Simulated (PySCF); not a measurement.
NMR data simulated for an unnamed compound:

¹H NMR (400 MHz, computed): δ 6.09 (s, 1H), 5.84 (m, 1H), 4.98 (m, 2H), 2.86 (s, 1H).

¹³C{¹H} NMR (computed): δ 143.2 (CH), 138.2 (C), 130.0 (CH), 129.3 (C), 93.2 (CH), 81.6 (CH2), 79.6 (C).

PySCF calculation with structure optimised with GFN2-xTB and PBE0/pcSseg-1 with gauge-including orbitals; fast rotation and ring inversion assumed for equivalent nuclei, no relativistic terms, one conformer, gas phase.

Referencing at the same level of theory: ¹H (31.72 ppm), ¹³C (186.93 ppm) against TMS.

Q: Which of these does the molecule contain: a heteroaromatic ring, a non-aromatic C=C double bond, an OH group, a C≡C triple bond, an S-methyl group?

A: 
- A heteroaromatic ring: no.
- A non-aromatic C=C double bond: yes.
- An OH group: no.
- A C≡C triple bond: yes (δC 93.2, 79.6; δH 2.86 (s)).
- An S-methyl group: no.

The data belong to `InChI=1S/C7H5FO2/c1-2-6-4-10-7(3-8)5-9-6/h1,4-5H,3H2`; they needn't prove each group on their own.

Carbon signals by region: 4 in the sp2 and nitrile region (100–160 ppm), 3 at 50–100 ppm.

Splittings by ¹⁹F in the carbon and heteronuclear signals aren't shown, as no couplings were computed. Shifts are as computed. Against solution values, carbons near 30 ppm lie about +3 ppm off and those near 130 ppm about +5 ppm. Of 1211 compounds with measured shifts, 218 miss one by over three times the rms of a fit or turn the order of signals round; such compounds aren't used in these exercises. No couplings were computed; multiplicities are counted from neighbouring protons, with m where these are inequivalent, close in shift, in a saturated or five-membered ring or joined by F or P, and br s for small geminal =CH2 splittings.
